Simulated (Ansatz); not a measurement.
Reaction (ligand exchange at a Ge–Br bond): `[F][Ge][Br]` + silanol → `[F][Ge][O][SiH3]` + HBr

Calculated with Ansatz (gas phase, PBE0-D4/def2-TZVP geometries, no zero-point term in ΔE). CBS: MP2 limit from def2 TZ/QZ plus the TZ coupled-cluster correction, frozen cores. DFT in def2-TZVPP. B3LYP here is the variant with VWN-RPA as its local correlation; programs differ in this. HSE06 is defined as in plane-wave codes. For Br, Ge outer-core shells are correlated without core-valence functions, which leaves a few kJ/mol of doubt a bond. Scalar relativity is left out up to krypton. One conformer a species, not always the lowest.

```json
{"level": "LDA (SPW92)", "ΔE (kJ/mol)": "24.4", "difference from CCSD(T)/CBS": "6.9"}
{"level": "PBE-D4", "ΔE (kJ/mol)": "29.2", "difference from CCSD(T)/CBS": "11.7"}
{"level": "revPBE-D4", "ΔE (kJ/mol)": "27.9", "difference from CCSD(T)/CBS": "10.4"}
{"level": "BLYP-D4", "ΔE (kJ/mol)": "22.0", "difference from CCSD(T)/CBS": "4.5"}
{"level": "r2SCAN-D4", "ΔE (kJ/mol)": "24.0", "difference from CCSD(T)/CBS": "6.5"}
{"level": "B97M-V", "ΔE (kJ/mol)": "18.7", "difference from CCSD(T)/CBS": "1.2"}
{"level": "PBE0-D4", "ΔE (kJ/mol)": "28.4", "difference from CCSD(T)/CBS": "10.9"}
{"level": "B3LYP-D4", "ΔE (kJ/mol)": "22.0", "difference from CCSD(T)/CBS": "4.5"}
{"level": "r2SCANh-D4", "ΔE (kJ/mol)": "24.5", "difference from CCSD(T)/CBS": "7.0"}
{"level": "HSE06-D4", "ΔE (kJ/mol)": "29.2", "difference from CCSD(T)/CBS": "11.7"}
{"level": "BHLYP-D4", "ΔE (kJ/mol)": "20.2", "difference from CCSD(T)/CBS": "2.7"}
{"level": "CAM-B3LYP-D4", "ΔE (kJ/mol)": "14.3", "difference from CCSD(T)/CBS": "-3.2"}
{"level": "ωB97M-V", "ΔE (kJ/mol)": "18.9", "difference from CCSD(T)/CBS": "1.4"}
{"level": "B2PLYP", "ΔE (kJ/mol)": "19.6", "difference from CCSD(T)/CBS": "2.1"}
{"level": "PBE-QIDH", "ΔE (kJ/mol)": "22.2", "difference from CCSD(T)/CBS": "4.7"}
{"level": "PBE", "ΔE (kJ/mol)": "31.9", "difference from CCSD(T)/CBS": "14.4"}
{"level": "revPBE", "ΔE (kJ/mol)": "34.5", "difference from CCSD(T)/CBS": "17.0"}
{"level": "BLYP", "ΔE (kJ/mol)": "27.5", "difference from CCSD(T)/CBS": "10.0"}
{"level": "r2SCAN", "ΔE (kJ/mol)": "24.8", "difference from CCSD(T)/CBS": "7.3"}
{"level": "PBE0", "ΔE (kJ/mol)": "30.9", "difference from CCSD(T)/CBS": "13.4"}
{"level": "B3LYP", "ΔE (kJ/mol)": "26.3", "difference from CCSD(T)/CBS": "8.8"}
{"level": "r2SCANh", "ΔE (kJ/mol)": "25.4", "difference from CCSD(T)/CBS": "7.9"}
{"level": "r2SCAN0", "ΔE (kJ/mol)": "26.2", "difference from CCSD(T)/CBS": "8.7"}
{"level": "HSE06", "ΔE (kJ/mol)": "31.5", "difference from CCSD(T)/CBS": "14.0"}
{"level": "BHLYP", "ΔE (kJ/mol)": "23.4", "difference from CCSD(T)/CBS": "5.9"}
{"level": "CAM-B3LYP", "ΔE (kJ/mol)": "16.9", "difference from CCSD(T)/CBS": "-0.6"}
{"level": "LC-ωPBE", "ΔE (kJ/mol)": "16.5", "difference from CCSD(T)/CBS": "-1.0"}
{"level": "RPA@PBE/def2-TZVPP", "ΔE (kJ/mol)": "9.1", "difference from CCSD(T)/CBS": "-8.4"}
{"level": "HF/def2-SVP", "ΔE (kJ/mol)": "9.8", "difference from CCSD(T)/CBS": "-7.7"}
{"level": "MP2/def2-SVP", "ΔE (kJ/mol)": "1.6", "difference from CCSD(T)/CBS": "-15.9"}
{"level": "CCSD/def2-SVP", "ΔE (kJ/mol)": "0.8", "difference from CCSD(T)/CBS": "-16.7"}
{"level": "CCSD(T)/def2-SVP", "ΔE (kJ/mol)": "0.3", "difference from CCSD(T)/CBS": "-17.2"}
{"level": "MP2/def2-TZVPP", "ΔE (kJ/mol)": "13.2", "difference from CCSD(T)/CBS": "-4.3"}
{"level": "SCS-MP2/def2-TZVPP", "ΔE (kJ/mol)": "10.8", "difference from CCSD(T)/CBS": "-6.7"}
{"level": "CCSD/def2-TZVPP", "ΔE (kJ/mol)": "12.0", "difference from CCSD(T)/CBS": "-5.5"}
{"level": "CCSD(T)/def2-TZVPP", "ΔE (kJ/mol)": "11.8", "difference from CCSD(T)/CBS": "-5.7"}
{"level": "HF/def2-QZVPP", "ΔE (kJ/mol)": "19.8", "difference from CCSD(T)/CBS": "2.3"}
{"level": "MP2/def2-QZVPP", "ΔE (kJ/mol)": "16.1", "difference from CCSD(T)/CBS": "-1.4"}
{"level": "HF/CBS(def2)", "ΔE (kJ/mol)": "19.7", "difference from CCSD(T)/CBS": "2.2"}
{"level": "MP2/CBS(def2)", "ΔE (kJ/mol)": "18.9", "difference from CCSD(T)/CBS": "1.4"}
{"level": "CCSD(T)/CBS", "ΔE (kJ/mol)": "17.5", "difference from CCSD(T)/CBS": "0"}
```

Largest T1 diagnostic among the species: 0.015.

At CCSD(T), def2-SVP lies −17.2 kJ/mol from the extrapolated value and def2-TZVPP −5.7 kJ/mol. In def2-TZVPP, CCSD(T) changes the Hartree–Fock value by −9.0 kJ/mol (the triples alone add −0.2 kJ/mol) and MP2 by −7.6 kJ/mol. The D4 term adds −4.3 kJ/mol with B3LYP and −2.4 kJ/mol with PBE0; it sums over pairs of atoms, weighted by their polarisabilities, and B3LYP, whose exchange is more repulsive, gets the larger term.
